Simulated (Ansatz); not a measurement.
Program: Ansatz. Geometries: PBE0-D4/def2-TZVP. ΔE: electronic, gas phase. CCSD(T)/CBS adds triple-zeta CCSD(T) − MP2 to the extrapolated MP2 energy (def2 sets, frozen cores). This one scheme is used for every species. DFT in def2-TZVPP. For Br, Ga outer-core shells are correlated without core-valence functions, which leaves a few kJ/mol of doubt a bond. Scalar relativity is left out up to krypton. Each species was taken in one conformer, which may not be the lowest.

`[SiH3][O][Ga]([Br])[Br]` + `NBF` → `NB(F)[SiH3]` + `[OH][Ga]([Br])[Br]`  (formal exchange of groups at the Si–O bond)

CCSD(T)/CBS gives +121.2 kJ/mol.

Another level gave +92.0 kJ/mol. Which?
A. SCS-MP2/def2-TZVPP
B. PBE/def2-TZVPP
C. CAM-B3LYP-D4/def2-TZVPP
D. r2SCAN/def2-TZVPP

B. PBE 92.0, r2SCAN 112.0, SCS-MP2/def2-TZVPP 132.6, CAM-B3LYP-D4 124.9 kJ/mol.

Largest T1 diagnostic among the species: 0.013.

In def2-TZVPP, CCSD(T) changes the Hartree–Fock value by −26.5 kJ/mol (the triples alone add −3.6 kJ/mol) and MP2 by −18.4 kJ/mol. From BLYP to BHLYP (50 % exact exchange), in def2-TZVPP and without D4, ΔE moves by +22.2 kJ/mol.
